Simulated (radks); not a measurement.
All-electron atom: the chromium ion Cr+ in [Ar] 3d5. All-electron calculation, non-relativistic Kohn-Sham, Slater X-alpha with alpha = 0.856, spin-polarised, spherical densities, point nucleus; open shells are filled with parallel spins first. Program: a radial shooting solver on a logarithmic mesh with Libxc functionals. Some entries of the table are withheld. Estimate them.

| orbital | occ. | eigenvalue (Ry) | <1/r> (bohr^-1) |
|---|---|---|---|
| 1s down | 1 | -431.8846 | 23.54 |
| 1s up | 1 | -431.8818 | 23.54 |
| 2s up | 1 | -49.55490 | 4.995 |
| 2s down | 1 | -49.35282 | 5.008 |
| 2p up | 3 | (1) | 4.951 |
| 2p down | 3 | (2) | 4.964 |
| 3s up | 1 | -6.13764 | (3) |
| 3s down | 1 | -5.63608 | (4) |
| 3p up | 3 | (5) | 1.434 |
| 3p down | 3 | (6) | 1.426 |
| 3d up | 5 | -0.97082 | 1.057 |
| 3d down | 0 | -0.50242 | 1.002 |

Answer. 
(1) 2p up eigenvalue (Ry): -42.43005
(2) 2p down eigenvalue (Ry): -42.27732
(3) 3s up <1/r> (bohr^-1): 1.558
(4) 3s down <1/r> (bohr^-1): 1.552
(5) 3p up eigenvalue (Ry): -4.13238
(6) 3p down eigenvalue (Ry): -3.63582
